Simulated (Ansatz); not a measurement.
Harmonic frequencies (cm⁻¹) at PBE0-D4/def2-TZVP from Ansatz: 92, 107, 199, 254, 565, 586, 614, 686, 808, 842, 930, 959, 1030, 1125, 1172, 1299, 1394, 1430, 1468, 1650, 2519, 2537, 3000, 3082, 3129, 3610, 3701.

Each molecule was computed in one conformer, which needn't be the lowest.

Q: Which molecule is it?
A. `BN(B)C`
B. `BC#CC`
C. `CBBN`
D. `BCBN`

A: C.
